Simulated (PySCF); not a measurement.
Electron correlation in B⁺ (boron, charge +1)

[He] 2s2, closed-shell 1S. All numbers are calculated (PySCF 2.14, scalar relativity by spin-free X2C-1e, in cc-pVDZ-DK). Frozen: 1s2; 2 electrons correlated.

Total MP2 correlation energy: -32.49 mhartree.

Same-spin part 0.00 and opposite-spin part -32.49 mhartree; SCS-MP2 scales them by 1/3 and 6/5 to -38.99 mhartree.

With two correlated electrons CCSD is exact within the correlated space (frozen core and kept virtual orbitals).

| level | correlation energy (mhartree) |
| --- | --- |
| CCSD | -58.51 |

Diagnostics: T1 = 0.012, D1 = 0.0165, largest double amplitude 0.153.

A double-excitation amplitude exceeds 0.15, a sign of near-degeneracy.

Cost of the coupled-cluster step: 0.04 s of wall time on 1 thread of Neoverse-V2 (shared host), for 2 correlated electrons.

Iterations:

```
CC2 = 0
CCSD nocc = 1, nmo = 13
frozen orbitals [0]
max_cycle = 100
direct = 0
conv_tol = 1e-08
conv_tol_normt = 1e-06
diis_space = 8
diis_start_cycle = 0
Init t2, MP2 energy = -24.27387977266  E_corr(MP2) -0.032488660474685
Init E_corr(CCSD) = -0.032488660474685
cycle = 1  E_corr(CCSD) = -0.0457616063712043  dE = -0.0132729459  norm(t1,t2) = 0.0681717
cycle = 2  E_corr(CCSD) = -0.0519837319022362  dE = -0.00622212553  norm(t1,t2) = 0.0356873
cycle = 3  E_corr(CCSD) = -0.0586380230025615  dE = -0.0066542911  norm(t1,t2) = 0.0189497
cycle = 4  E_corr(CCSD) = -0.05848428715419  dE = 0.000153735848  norm(t1,t2) = 0.000451206
cycle = 5  E_corr(CCSD) = -0.0585332620143094  dE = -4.89748601e-05  norm(t1,t2) = 0.000115458
cycle = 6  E_corr(CCSD) = -0.0585090878566482  dE = 2.41741577e-05  norm(t1,t2) = 6.51102e-05
cycle = 7  E_corr(CCSD) = -0.0585105131612846  dE = -1.42530464e-06  norm(t1,t2) = 4.71041e-06
cycle = 8  E_corr(CCSD) = -0.0585106166564668  dE = -1.03495182e-07  norm(t1,t2) = 2.38773e-07
cycle = 9  E_corr(CCSD) = -0.058510601359996  dE = 1.52964708e-08  norm(t1,t2) = 9.34864e-08
cycle = 10  E_corr(CCSD) = -0.05851058259173  dE = 1.87682661e-08  norm(t1,t2) = 4.87856e-08
cycle = 11  E_corr(CCSD) = -0.0585105852285254  dE = -2.63679537e-09  norm(t1,t2) = 6.77534e-09
CCSD converged
E(CCSD) = -24.29990169741385  E_corr = -0.05851058522852536
```
